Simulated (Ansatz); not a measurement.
Consider the redistribution: `C[SiH](F)P` + `NC[SiH2]F` → `C[Si](N)(F)P` + `C[SiH2]F`.

Isolated molecules relaxed with PBE0-D4/def2-TZVP in Ansatz; ΔE leaves out vibrations. CCSD(T)/CBS is the MP2 limit (def2-TZVPP, def2-QZVPP) plus CCSD(T) − MP2 in def2-TZVPP, frozen cores. DFT in def2-TZVPP. B3LYP here is the variant with VWN-RPA as its local correlation; programs differ in this. One conformer a species, not always the lowest.

`C[SiH](F)P`:

```xyz
10

C    -0.554    0.210   -1.207
Si    0.438   -0.712    0.063
F    -0.203   -2.176    0.225
P     0.490    0.219    2.111
H    -0.132    1.205   -1.367
H    -0.546   -0.324   -2.161
H    -1.591    0.326   -0.884
H     1.845   -0.890   -0.382
H     1.083    1.402    1.588
H    -0.830    0.739    2.014
```

`NC[SiH2]F`:

```xyz
10

N     0.153    1.311    0.634
C    -0.685    0.222    0.136
Si    0.517   -1.111   -0.390
F    -0.244   -2.276   -1.192
H     0.609    1.796   -0.127
H    -0.384    1.994    1.150
H    -1.281   -0.173    0.964
H    -1.393    0.494   -0.660
H     1.536   -0.530   -1.302
H     1.172   -1.727    0.787
```

`C[Si](N)(F)P`:

```xyz
12

C    -0.892    0.020    1.242
Si   -0.061   -0.347   -0.376
N    -0.544    0.812   -1.523
F    -0.482   -1.852   -0.771
P     2.184   -0.377   -0.421
H    -1.980    0.016    1.123
H    -0.590    0.997    1.623
H    -0.636   -0.736    1.986
H    -0.111    0.869   -2.430
H    -1.475    1.196   -1.529
H     2.287   -1.335    0.622
H     2.301    0.735    0.454
```

`C[SiH2]F`:

Z-matrix (Å, degrees):
```
C
Si 1 1.853
H 1 1.094 2 110.1
H 1 1.092 2 111.0 3 -119.6
H 1 1.092 2 111.1 3 119.7
F 2 1.604 1 109.4 3 179.8
H 2 1.485 1 111.5 3 61.3
H 2 1.485 1 111.5 3 -61.7
```

| level | ΔE (eV) |
| --- | --- |
| r2SCAN-D4 | -1.83 |
| ωB97M-V | -1.80 |
| B3LYP | -1.74 |
| MP2/CBS(def2) | -1.87 |

Task: What does CCSD(T)/CBS give? (Estimate.)

Result: The calculation gave: -1.80 eV. The listed levels differ from it by -0.03, 0.00, 0.06, -0.07 eV.

Largest T1 diagnostic among the species: 0.012.

From PBE to PBE0 (25 % exact exchange), in def2-TZVPP and without D4, ΔE moves by −0.05 eV. The D4 term adds −0.04 eV with B3LYP and −0.02 eV with PBE0; it sums over pairs of atoms, weighted by their polarisabilities, and B3LYP, whose exchange is more repulsive, gets the larger term.
